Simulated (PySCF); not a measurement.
# CaSe: frontier orbitals

PBE at R = 2.439 Å; basis Ca pcseg-1, Se pcseg-1; no relativity; PySCF 2.14. State: ¹Σ⁺ (singlet), closed shell. Only the outer orbitals are listed, counted within each symmetry.

```
orbital  occ.  ε (eV)  on Ca (%)            main shells (%)
    10σ     2  -44.68        100                   100 Ca s
     5π     2  -26.45        100                   100 Ca p
     5π     2  -26.45        100                   100 Ca p
    11σ     2  -26.32         98                    98 Ca p
    12σ     2  -13.20          4                    96 Se s
    13σ     2   -4.44         28           70 Se p, 20 Ca s
     6π     2   -3.81         18           82 Se p, 13 Ca d
     6π     2   -3.81         18           82 Se p, 13 Ca d
    14σ     0   -2.80         89  60 Ca s, 21 Ca p, 11 Se p
    15σ     0   -0.94         99           54 Ca d, 40 Ca p
     7π     0   -0.91         99           52 Ca d, 46 Ca p
```

**Question.** Which are the highest filled and the lowest empty level, where do they sit, and how wide is the gap?

**Answer.** Highest filled 6π at -3.81 eV (in %: 82 Se p, 13 Ca d); lowest empty 14σ at -2.80 eV (in %: 60 Ca s, 21 Ca p, 11 Se p); the gap at PBE is 1.01 eV.

- bond order (Mayer): 2.07
- ⟨S²⟩: 0.000
- charge on Ca (Mulliken, basis-dependent): 0.66
- charge on Ca (Löwdin, basis-dependent): 0.35
- dipole moment (positive dipole means Ca(−)Se(+)): -8.96 D
- polarisability along the bond: 135.1 bohr³
- polarisability across the bond: 55.2 bohr³
